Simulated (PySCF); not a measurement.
Ru²⁺ (ruthenium, charge +2): UHF calculation

Configuration: [Kr] 4d5 5p1, high-spin 7P determinant (an excited configuration). Calculation: PySCF 2.14, in def2-QZVPPD with the def2 core potential (28 electrons) (7s5p4d4f2g, 88 functions); a scalar-relativistic core potential.

| Quantity | Value |
| --- | --- |
| Total energy | -93.024646 hartree |
| One-electron energy | -150.7948 hartree |
| Hartree (Coulomb) energy | 66.6514 hartree |
| Exchange energy | -8.8813 hartree |
| ⟨S²⟩ | 12.0003 |
| ⟨L²⟩ | 2.005 |
| Sum of ⟨r⟩ | 19.51 bohr |
| Sum of ⟨r²⟩ | 35.93 bohr² |
| Traceless quadrupole moment −½Σ⟨3z² − r²⟩ along its main axis | -5.14 e·bohr² |

```csv
shell,electrons,mean orbital energy (eV),spread (eV),"rms radius, mean of both spins (bohr)"
4s α,1,-125.90,0,1.09
4s β,1,-116.53,0,1.09
4p α,3,-90.957,0.058,1.19
4p β,3,-79.086,0.456,1.19
4d α,5,-37.753,0.289,1.57
5p α,1,-17.998,0,3.57
```

Energies and moments cover only the electrons outside the core potential.
